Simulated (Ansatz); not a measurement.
The cluster VO₃. Charge 0, multiplicity 2. Geometry PBE0-D4/def2-TZVP.

Cartesian coordinates in Å:
```
V 1.079 0.086 0.475
O -0.409 -0.198 -0.708
O -0.271 1.154 -0.228
O -0.399 -1.042 0.461
```

The structure holds 2 bonds between oxygen atoms, so isomers without such links may lie far lower. At LDA (SPW92)/def2-TZVP, PBE-D4/def2-TZVP, r2SCAN-D4/def2-TZVP, PBE0-D4/def2-TZVP the charge 0 doublet is spin-contaminated (final ⟨S²⟩ up to 1.75, 0.75 for a pure state). No other spin state of charge 0 was run. The geometry of the doublet was relaxed on an unsound state (⟨S²⟩ 1.75, where a pure state has 0.75). Another isomer (doublet) lies 4.48 eV lower at PBE0-D4/def2-TZVP; other spin states weren't run for this one.

Q: Estimate the α-spin orbital energies around the gap (eV) in Ansatz with LDA (SPW92)/def2-TZVP, PBE-D4/def2-TZVP, r2SCAN-D4/def2-TZVP, PBE0-D4/def2-TZVP.

A: 
```tsv
orbital	LDA (SPW92)/def2-TZVP	PBE-D4/def2-TZVP	r2SCAN-D4/def2-TZVP	PBE0-D4/def2-TZVP
HOMO−9	-19.41	-19.41	-20.38	-21.69
HOMO−8	-13.04	-12.67	-12.87	-13.74
HOMO−7	-12.45	-12.12	-12.38	-13.49
HOMO−6	-12.01	-11.63	-11.91	-13.12
HOMO−5	-9.21	-8.83	-9.00	-10.06
HOMO−4	-8.28	-7.92	-8.05	-9.05
HOMO−3	-7.55	-7.22	-7.43	-8.53
HOMO−2	-6.82	-6.45	-6.52	-7.50
HOMO−1	-4.52	-4.42	-4.84	-6.23
HOMO	-4.39	-4.31	-4.78	-6.19
LUMO	-3.62	-3.31	-2.99	-2.53
LUMO+1	-3.56	-2.90	-2.28	-1.13
LUMO+2	-2.97	-2.54	-2.25	-1.08
LUMO+3	-2.67	-2.28	-1.89	-0.71
LUMO+4	-1.87	-1.44	-0.95	0.53
LUMO+5	-0.76	-0.30	0.29	1.82
β HOMO	-3.89	-3.81	-4.05	-5.08
β LUMO	-3.32	-2.97	-2.54	-2.09
```
